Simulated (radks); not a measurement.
Values are calculated unless marked as measured or tabulated.
Tm9+, 60 electrons, occupied as [Kr] 4d10 4f11 5s2 5p1. Level of theory: scalar-relativistic Kohn-Sham, SCAN, spin-polarised, spherical densities, finite nucleus; open shells are filled with parallel spins first (spin-orbit coupling, left out, can overturn this in heavy ions); meta-GGA in the generalised Kohn-Sham scheme; Fermi nuclear charge, rms radius 5.2256 fm (a radial shooting solver on a logarithmic mesh with Libxc functionals). Some entries of the table are withheld. Estimate them.

orbital,occ.,eigenvalue (eV),<r> (bohr),<r^2> (bohr^2)
1s up,1,-59513.87,0.02001,0.0005486
1s down,1,-59513.75,0.02001,0.0005486
2s up,1,-10193.39,0.08483,0.008508
2s down,1,-10193.25,0.08483,0.008508
2p up,3,-9014.532,0.07540,0.006944
2p down,3,-9014.368,0.07540,0.006944
3s up,1,-2421.064,0.2207,0.05567
3s down,1,-2419.233,0.2206,0.05561
3p up,3,-2061.638,0.2202,0.05620
3p down,3,-2059.707,0.2200,0.05613
3d up,5,-1617.575,0.2000,0.04694
3d down,5,-1615.963,0.1998,0.04685
4s up,1,-605.3024,0.4966,0.2782
4s down,1,-601.3522,0.4970,0.2785
4p up,3,-486.2982,0.5261,0.3146
4p down,3,-482.4067,0.5264,0.3149
4d up,5,(1),0.5659,0.3708
4d down,5,(2),0.5662,0.3709
5s up,1,(3),1.111,1.373
5s down,1,(4),1.114,1.383
5p up,1,-158.4767,1.224,1.670
4f up,7,-152.6148,0.6676,(5)
4f down,4,-148.3669,0.6699,(6)

Answer. 
(1) 4d up eigenvalue (eV): -327.6585
(2) 4d down eigenvalue (eV): -323.6656
(3) 5s up eigenvalue (eV): -192.1258
(4) 5s down eigenvalue (eV): -187.2857
(5) 4f up <r^2> (bohr^2): 0.5451
(6) 4f down <r^2> (bohr^2): 0.5497
